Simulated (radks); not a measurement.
Values are calculated unless marked as measured or tabulated.
Xe III, configuration [Kr] 4d10 5s2 5p3 7f1 (not the ground configuration).

Level of theory: Dirac Kohn-Sham, PBE, spin-unpolarised, spherical densities, finite nucleus; open shells fill j = l - 1/2 first; Fermi nuclear charge, rms radius 4.7859 fm (a radial shooting solver on a logarithmic mesh with Libxc functionals).

Energy parts (eV):
| part | energy |
|---|---|
| total | -202664.000 |
| kinetic | 215302.809 |
| electron-nucleus | -491225.155 |
| Hartree | 78324.962 |
| exchange-correlation | -5066.615 |

Orbitals (lengths in bohr, moments of r in powers of bohr; <r^-3> diverges for s and p1/2; r(max) is where P^2 peaks; r(90%) holds 90 % of the orbital's charge):
orbital  occ.  eigenvalue (eV)   r(max)      <r>   <r^-3>  r(90%)  small-component weight
1s1/2       2        -34375.87  0.01715  0.02666        -  0.0480                3.96e-02
2s1/2       2        -5374.575  0.09710   0.1142        -   0.177                8.50e-03
2p1/2       2        -5051.510  0.07438  0.09620        -   0.158                8.53e-03
2p3/2       4        -4726.869  0.07927   0.1020     5570   0.166                8.08e-03
3s1/2       2        -1124.148   0.2791   0.3061        -   0.450                2.54e-03
3p1/2       2        -989.8374   0.2656   0.2962        -   0.445                2.48e-03
3p3/2       4        -928.1698   0.2764   0.3078     1082   0.462                2.36e-03
3d3/2       4        -691.8185   0.2241   0.2787    174.1   0.438                2.24e-03
3d5/2       6        -678.7852   0.2272   0.2824    160.5   0.443                2.20e-03
4s1/2       2        -228.1529   0.6613   0.7164        -    1.03                7.38e-04
4p1/2       2        -180.5834   0.6771   0.7453        -    1.09                6.76e-04
4p3/2       4        -168.2717   0.7012   0.7730    216.5    1.13                6.37e-04
4d3/2       4         -91.2689   0.7432   0.8669    27.25    1.31                4.97e-04
4d5/2       6         -89.2716   0.7515   0.8775    24.89    1.33                4.87e-04
5s1/2       2         -47.7071    1.585    1.751        -    2.51                1.52e-04
5p1/2       2         -35.6627    1.756    1.970        -    2.85                1.20e-04
5p3/2       1         -33.9753    1.820    2.040    29.72    2.95                1.13e-04
7f5/2       1          -2.9351    18.34    16.26  0.07317    22.5                9.59e-06
7f7/2       0          -2.9303    18.37    16.25  0.07312    22.5                9.67e-06

The highest occupied level is 7f5/2 at -2.935 eV. The electron density at the nucleus is 2.716e+05 e/bohr^3. Summed over all electrons, <r^2> = 336.4 bohr^2, which gives a Langevin (diamagnetic) susceptibility term of -266 x 10^-6 cm^3/mol.
